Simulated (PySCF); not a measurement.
# Excitation energy of Cr⁺ by level of theory

Cr⁺ [Ar] 3d5 (6S) → Cr⁺ [Ar] 3d4 4p1 (high-spin determinant), as a difference of total energies. Calculation: PySCF 2.14, in def2-TZVPPD (6s6p4d2f1g, 67 functions); the non-relativistic Hamiltonian (point nucleus). Correlated levels: valence: [Ar] frozen; valence and next inner shell: [Ne] frozen. The calculations carry no spin-orbit coupling.

```json
{"method": "UHF", "excitation energy (eV)": "5.035"}
{"method": "LDA", "excitation energy (eV)": "6.268"}
{"method": "PBE", "excitation energy (eV)": "6.000"}
{"method": "PBE0", "excitation energy (eV)": "5.911"}
{"method": "r2SCAN", "excitation energy (eV)": "5.925"}
{"method": "wB97X-V", "excitation energy (eV)": "5.969"}
{"method": "wB97M-V", "excitation energy (eV)": "5.980"}
{"method": "TPSS", "excitation energy (eV)": "5.905"}
{"method": "wB97X", "excitation energy (eV)": "6.017"}
{"method": "MP2 (valence)", "excitation energy (eV)": "5.773"}
{"method": "SCS-MP2 (valence)", "excitation energy (eV)": "5.281"}
{"method": "MP2 (valence and next inner shell)", "excitation energy (eV)": "6.286"}
{"method": "SCS-MP2 (valence and next inner shell)", "excitation energy (eV)": "5.767"}
```

**Question.** How much does correlation contribute at MP2 (valence and next inner shell)?

**Answer.** 6.286 − (5.035) = 1.251 eV, measured against UHF.

A first-order spin-orbit estimate (lowest level to lowest level, LS coupling) adds -0.060 eV.

The determinant of the upper state mixes LS terms, which raises its energy above the lowest term, most at the Hartree-Fock and MP2 levels.
